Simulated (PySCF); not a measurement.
A structure optimised at B3LYP-D3(BJ)/def2-TZVP, used in a PySCF frequency run:

```
Tl
Cl 1 2.5322
```

Q: Write its SMILES, formula and point group.

A: [Cl][Tl], ClTl, C∞v

Q: What are its rotational constants (standard atomic weights)?

A: 2.6090 GHz (linear rotor, B only)
